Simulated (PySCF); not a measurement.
C2H7NOSi2, SMILES [SiH2]1N=C([SiH2]O1)C.

Geometry optimised at r2SCAN-D4/def2-SVP. The structure was generated by enumeration, and PubChem lists no compound with its InChIKey, so it may never have been made.

Two levels are set side by side: PBE/def2-TZVP (PySCF) and B3LYP/def2-TZVP (PySCF). Same geometry, gas phase. Differences are taken from unrounded values.

```csv
quantity,PBE
orbital gap (eV),3.50
highest occupied level (eV),-5.66
lowest empty level (eV),-2.16
dipole moment (D),1.58
mean polarisability (bohr³),85.0
```

### Question
These are the PBE values. What does B3LYP give? (Estimate from the structure and the level; the computed values follow.)

### Answer

| quantity | B3LYP | PBE minus B3LYP |
|---|---|---|
| orbital gap (eV) | 5.43 | -1.93 |
| highest occupied level (eV) | -6.74 | 1.08 |
| lowest empty level (eV) | -1.31 | -0.85 |
| dipole moment (D) | 1.66 | -0.09 |
| mean polarisability (bohr³) | 81.3 | 3.7 |

PBE's occupied levels lie high since its potential decays too fast outside the molecule; exact exchange lowers them and widens the gap. Loosely held outer electrons make PBE densities more polarisable. Differences between two approximate levels are no errors against the true value.

Rough cost on one machine, each run with all the roots and properties that it gave: B3LYP against PBE within a factor of 2.
